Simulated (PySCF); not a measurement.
Compound: BGeH₆P.
SMILES: `B[PH][GeH3]`

Computed, not measured: MP2 and CCSD/aug-cc-pVDZ in PySCF, restricted Hartree–Fock reference, frozen core, non-relativistic, gas phase, PBE0-D3(BJ)/def2-SVP geometry.

E(HF) = -2444.23631 Eh.

Task: How large is the problem?

Result: 140 basis functions and 58 electrons; 15 orbitals frozen, which leaves o = 14 correlated occupied and v = 111 virtual orbitals. That is o·v = 1554 singles and o·v(o·v + 1)/2 = 1208235 distinct closed-shell doubles amplitudes before symmetry; the costliest CCSD step grows as o²v⁴ = 3.0 × 10^10.

Task: What are the MP2 and CCSD correlation energies?

Result: MP2 -0.3478 Eh and CCSD -0.4052 Eh, which gives totals of -2444.58413 and -2444.64149 Eh. That is 0.394 eV for each correlated electron at CCSD (1064 kJ/mol in all, 0.017 % of the total energy); MP2 gives 85.8 % of the CCSD value.

Task: What is the T1 diagnostic?

Result: 0.0138, below the customary warning level of 0.02. It is the norm of the spatial-orbital singles amplitudes over the root of the number of correlated electrons, so the norm is 0.073.

Task: How does correlation change the dipole moment?

Result: HF gives 0.98 D and CCSD (unrelaxed density) 1.07 D, a change of +0.09 D; the two vectors are 23° apart.

Connected triples and the basis-set limit are missing.

One conformer stands for the species.
